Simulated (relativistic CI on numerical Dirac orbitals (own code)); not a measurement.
# Ligand-field terms of d3

Computed with a parametric ligand-field model of a d^n configuration (Racah B and C, spin-orbit zeta, crystal field), exact diagonalisation.

Field parameters in Wybourne normalisation: Oh B⁴₀ = 21Dq, B⁴₄ = √(5/14) B⁴₀; Td as Oh with Dq negative (B⁴₀ = 21Dq, B⁴₄ = √(5/14) B⁴₀). The field is a parameter set, without covalency.

**Question.** A d3 ion in Oh symmetry has the ground term 4A2 and bands at 2E 6742 cm⁻¹ (1483 nm), 4T2 7000 cm⁻¹ (1429 nm), 2T1 7030 cm⁻¹ (1423 nm), 2T2 10001 cm⁻¹ (1000 nm), 4T1 10084 cm⁻¹ (992 nm), 4T1 15716 cm⁻¹ (636 nm). Which parameters reproduce them?

**Answer.** B = 320, C = 1470, ζ = 0 cm⁻¹, Oh, 10Dq = 7000 cm⁻¹.

**Question.** Ground term and bands for B = 870, C = 3660, ζ = 0 cm⁻¹, Oh, 10Dq = 3250 cm⁻¹?

**Answer.** Ground term 4A2 with 0.00 electrons in the two orbitals of the cubic e set. Spin-allowed: 4T2 3250 cm⁻¹ (3077 nm), 4T1 5700 cm⁻¹ (1754 nm), 4T1 17100 cm⁻¹ (585 nm). Lowest spin-forbidden: 2E 16135 cm⁻¹ (620 nm), 2T1 16624 cm⁻¹ (602 nm), 2A1 17710 cm⁻¹ (565 nm). With an A2 ground term the first spin-allowed band lies at |10Dq| itself.

**Question.** Ground term and bands for B = 310, C = 1520, ζ = 0 cm⁻¹, Oh, 10Dq = 5500 cm⁻¹?

**Answer.** Ground term 4A2 with 0.00 electrons in the two orbitals of the cubic e set. Spin-allowed: 4T2 5500 cm⁻¹ (1818 nm), 4T1 8274 cm⁻¹ (1209 nm), 4T1 12876 cm⁻¹ (777 nm). Lowest spin-forbidden: 2E 6775 cm⁻¹ (1476 nm), 2T1 7056 cm⁻¹ (1417 nm), 2T2 9766 cm⁻¹ (1024 nm). With an A2 ground term the first spin-allowed band lies at |10Dq| itself.

**Question.** A d3 ion in Td symmetry has the ground term 4T1 and bands at 4T2 2769 cm⁻¹, 2E 4930 cm⁻¹ (2028 nm), 4A2 5969 cm⁻¹ (1675 nm), 2T1 7363 cm⁻¹ (1358 nm), 2T2 7502 cm⁻¹ (1333 nm), 4T1 8039 cm⁻¹ (1244 nm). Which parameters reproduce them?

**Answer.** B = 380, C = 1780, ζ = 0 cm⁻¹, Td, 10Dq = -3200 cm⁻¹.

**Question.** Ground term and bands for B = 480, C = 1690, ζ = 0 cm⁻¹, Oh, 10Dq = 3250 cm⁻¹?

**Answer.** Ground term 4A2 with 0.00 electrons in the two orbitals of the cubic e set. Spin-allowed: 4T2 3250 cm⁻¹ (3077 nm), 4T1 5546 cm⁻¹ (1803 nm), 4T1 11404 cm⁻¹ (877 nm). Lowest spin-forbidden: 2E 8110 cm⁻¹ (1233 nm), 2T1 8528 cm⁻¹ (1173 nm), 2A1 10240 cm⁻¹ (977 nm). With an A2 ground term the first spin-allowed band lies at |10Dq| itself.
